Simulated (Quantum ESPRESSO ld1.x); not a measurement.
The run below uses ld1.x (Quantum ESPRESSO 7.5).

```
 &input
    zed=64.0,
    iswitch=1,
    rel=2,
    dft='HCTH',
    config='[Xe] 4f6',
    rel_dist='energy',
    lsmall=.true.,
    prefix='ld1',
    max_out_wfc=37,
    file_charge='ld1.rho',
 /
```

Command: `OMP_NUM_THREADS=1 ld1.x < ld1.in > ld1.out`

It prints (banner and zero overlaps left out):

```
     Program LD1 v.7.5 starts

     --------------------------- All-electron run ----------------------------

     dirac relativistic calculation

     atomic number is 64.00
     dft =HCTH   lsd =0 sic =0 latt =0  beta=0.20 tr2=1.0E-14
     Exchange-correlation= HCTH
                           (   0   0   5   5   0   0   0)
     mesh =2097 r(mesh) = 100.39545 a.u. xmin = -8.00 dx = 0.00800
     1 Ry =  13.60569312 eV, c = 137.03599908

     n l j   nl                  e(Ry)          e(Ha)          e(eV)
     Spin orbit split results
     1 0 0.5 1S 1( 2.00)     -3681.1927     -1840.5964    -50085.1783
     2 0 0.5 2S 1( 2.00)      -611.1045      -305.5523     -8314.5008
     2 1 0.5 2P 1( 2.00)      -580.5872      -290.2936     -7899.2913
     2 1 1.5 2P 1( 4.00)      -529.4595      -264.7298     -7203.6640
     3 0 0.5 3S 1( 2.00)      -138.3310       -69.1655     -1882.0895
     3 1 0.5 3P 1( 2.00)      -125.0981       -62.5490     -1702.0460
     3 1 1.5 3P 1( 4.00)      -114.5955       -57.2978     -1559.1515
     4 0 0.5 4S 1( 2.00)       -30.6362       -15.3181      -416.8268
     4 1 0.5 4P 1( 2.00)       -25.4712       -12.7356      -346.5528
     4 1 1.5 4P 1( 4.00)       -23.1153       -11.5577      -314.5003
     3 2 1.5 3D 1( 4.00)       -91.7581       -45.8790     -1248.4324
     3 2 2.5 3D 1( 6.00)       -89.4642       -44.7321     -1217.2222
     5 0 0.5 5S 1( 2.00)        -6.7277        -3.3639       -91.5351
     5 1 0.5 5P 1( 2.00)        -5.2242        -2.6121       -71.0792
     5 1 1.5 5P 1( 4.00)        -4.8539        -2.4270       -66.0413
     4 2 1.5 4D 1( 4.00)       -14.5939        -7.2969      -198.5595
     4 2 2.5 4D 1( 6.00)       -14.1641        -7.0821      -192.7130
     4 3 2.5 4F 1( 6.00)        -4.0438        -2.0219       -55.0181
     4 3 3.5 4F 1( 0.00)        -3.9822        -1.9911       -54.1801
     Averaged results
     1 0     1S 1( 2.00)     -3681.1927     -1840.5964    -50085.1783
     2 0     2S 1( 2.00)      -611.1045      -305.5523     -8314.5008
     2 1     2P 1( 6.00)      -546.5021      -273.2510     -7435.5398
     3 0     3S 1( 2.00)      -138.3310       -69.1655     -1882.0895
     3 1     3P 1( 6.00)      -118.0964       -59.0482     -1606.7830
     4 0     4S 1( 2.00)       -30.6362       -15.3181      -416.8268
     4 1     4P 1( 6.00)       -23.9006       -11.9503      -325.1845
     3 2     3D 1(10.00)       -90.3817       -45.1909     -1229.7063
     5 0     5S 1( 2.00)        -6.7277        -3.3639       -91.5351
     5 1     5P 1( 6.00)        -4.9774        -2.4887       -67.7206
     4 2     4D 1(10.00)       -14.3360        -7.1680      -195.0516
     4 3     4F 1( 6.00)        -4.0086        -2.0043       -54.5392

     final scf error:  5.4E-15 reached in  26 iterations

     Etot =  -22568.438813 Ry,  -11284.219407 Ha, -307059.252757 eV

     Ekin =   24612.959911 Ry,   12306.479955 Ha,  334876.379393 eV
     Encl =  -55239.243571 Ry,  -27619.621786 Ha, -751568.196374 eV
     Eh   =    8569.157828 Ry,    4284.578914 Ha,  116589.331731 eV
     Exc  =    -511.312981 Ry,    -255.656490 Ha,   -6956.767507 eV

     normalization and overlap integrals

     s(1S/1S) =  1.000000  <r> =   0.0219  <r2> =    0.0007  r(max) =   0.0140
     s(2S/2S) =  1.000000  <r> =   0.0928  <r2> =    0.0102  r(max) =   0.0793
     s(2P/2P) =  1.000000  <r> =   0.0775  <r2> =    0.0074  r(max) =   0.0604
     s(2P/2P) =  1.000000  <r> =   0.0843  <r2> =    0.0086  r(max) =   0.0654
     s(3S/3S) =  1.000000  <r> =   0.2439  <r2> =    0.0681  r(max) =   0.2243
     s(3P/3P) =  1.000000  <r> =   0.2335  <r2> =    0.0634  r(max) =   0.2121
     s(3P/3P) =  1.000000  <r> =   0.2465  <r2> =    0.0705  r(max) =   0.2243
     s(4S/4S) =  1.000000  <r> =   0.5514  <r2> =    0.3433  r(max) =   0.5154
     s(4P/4P) =  1.000000  <r> =   0.5629  <r2> =    0.3605  r(max) =   0.5195
     s(4P/4P) =  1.000000  <r> =   0.5920  <r2> =    0.3985  r(max) =   0.5450
     s(3D/3D) =  1.000000  <r> =   0.2185  <r2> =    0.0562  r(max) =   0.1778
     s(3D/3D) =  1.000000  <r> =   0.2225  <r2> =    0.0582  r(max) =   0.1807
     s(5S/5S) =  1.000000  <r> =   1.2896  <r2> =    1.8621  r(max) =   1.1748
     s(5P/5P) =  1.000000  <r> =   1.4138  <r2> =    2.2494  r(max) =   1.2727
     s(5P/5P) =  1.000000  <r> =   1.4890  <r2> =    2.4937  r(max) =   1.3352
     s(4D/4D) =  1.000000  <r> =   0.6252  <r2> =    0.4531  r(max) =   0.5538
     s(4D/4D) =  1.000000  <r> =   0.6354  <r2> =    0.4678  r(max) =   0.5628
     s(4F/4F) =  1.000000  <r> =   0.7908  <r2> =    0.7847  r(max) =   0.5538
     s(4F/4F) =  1.000000  <r> =   0.7990  <r2> =    0.8014  r(max) =   0.5583

     ------------------------ End of All-electron run ------------------------
```

Run on one thread of a shared host, so times are rough (Intel(R) Xeon(R) Processor @ 2.60GHz): 0.68 s of CPU time, 0.85 s wall, 26 iterations on 2097 mesh points.
